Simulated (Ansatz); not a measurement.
Consider the ligand exchange at the Si–Cl bond: `[SiH3][SiH2]Cl` + `O[SiH2]S` → `[SiH3][SiH2]O[SiH2]S` + HCl.

Computed with Ansatz on PBE0-D4/def2-TZVP structures; ΔE is electronic, products minus reactants. CCSD(T)/CBS adds triple-zeta CCSD(T) − MP2 to the extrapolated MP2 energy (def2 sets, frozen cores). This one scheme is used for every species. Functionals use def2-TZVPP. B3LYP here is the variant with VWN-RPA as its local correlation; programs differ in this. Each species was taken in one conformer, which may not be the lowest.

Is it downhill or uphill in electronic energy at CCSD(T)/CBS, and by how much? (An estimate is asked.)

Computed: Downhill: ΔE = -1.5 kcal/mol.

What do these levels give: PBE-D4, B3LYP-D4, B2PLYP, MP2/def2-TZVPP, SCS-MP2/def2-TZVPP, MP2/CBS(def2)? (An estimate is asked.)

Computed: PBE-D4 0.6, B3LYP-D4 -2.4, B2PLYP -0.7, MP2/def2-TZVPP -1.5, SCS-MP2/def2-TZVPP -2.1, MP2/CBS(def2) -0.7 kcal/mol.

Largest T1 diagnostic among the species: 0.012.

The D4 term adds −2.6 kcal/mol with B3LYP and −1.6 kcal/mol with PBE0; it sums over pairs of atoms, weighted by their polarisabilities, and B3LYP, whose exchange is more repulsive, gets the larger term.
